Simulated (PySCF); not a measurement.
Si(Br)(OH) (BrHOSi), SMILES Br[Si]O (connectivity only; charge and spin as stated), neutral, multiplicity 1. Coordinates come from a B3LYP-D3(BJ)/def2-TZVP optimisation. Other conformers were not sampled.

TDDFT-CAM-B3LYP/def2-SVPD run with PySCF 2.14.0 puts the lowest singlet excitations at 4.11, 5.16, 5.58, 6.21, 6.78, 7.13 eV.

What are the lowest excitation roots from ADC(2)/aug-cc-pVDZ (PySCF)? (Estimate from the structure and the level; the computed values follow.)

4.14, 5.36, 5.57, 5.97, 6.61, 6.96 eV. S1 differs by 0.03 eV (second minus first; roots are paired by order, and the bases may differ).
